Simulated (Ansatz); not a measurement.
Gas-phase reaction R1 → P1 + P2, each structure at its B3LYP-D3(BJ)/def2-TZVP stationary point, reached from a drawn start (curvature not checked).
R1, H5Mo (SMILES [MoH5]) (charge 0, multiplicity 2):
```xyz
6

Mo    -0.26368    -0.00143     0.00094
H      0.58375     0.00784     1.44184
H      0.56645    -0.00159    -1.45013
H      1.38516     0.00795    -0.00860
H     -1.14426     1.45498     0.00318
H     -1.12752    -1.46776     0.01278
```
P1, H4Mo (SMILES [MoH4]) (charge 0, multiplicity 3):
```xyz
5

Mo     0.0000     0.0000     0.0000
H      0.9840     0.9646     0.9839
H      0.9710    -0.9831    -0.9786
H     -0.9656     0.9904    -0.9766
H     -0.9894    -0.9719     0.9713
```
P2: H atom, charge 0, multiplicity 2.

P less R. No zero-point or thermal terms; open shells are unrestricted; no spin–orbit coupling. The spin states of the d-block species are the ones drawn and need not be the lowest.

Cores are frozen in the correlated methods. CBS(a, b) extrapolates the correlation energy as X⁻³ and adds the Hartree–Fock energy of set b.

Run with Ansatz (a first-principles code) with Gaussian orbitals. Each number belongs to the level named beside it. Elements past Kr take the def2 small-core potentials, without spin–orbit coupling.

```tsv
level	reaction energy (kcal/mol)
PBE/def2-TZVPP	56.47
revPBE/def2-TZVPP	53.85
r2SCAN/def2-TZVPP	53.34
PBE0/def2-TZVPP	51.44
BHLYP/def2-TZVPP	45.58
wB97M-V/def2-TZVPP	52.81
MP2/def2-TZVPP	___
CCSD(T)/def2-QZVPP	___
CCSD(T)/CBS(def2-TZVPP, def2-QZVPP)	___
```

Question: Complete the blanks.

Answer: 
- MP2/def2-TZVPP, reaction energy (kcal/mol): 51.47
- CCSD(T)/def2-QZVPP, reaction energy (kcal/mol): 52.92
- CCSD(T)/CBS(def2-TZVPP, def2-QZVPP), reaction energy (kcal/mol): 53.57
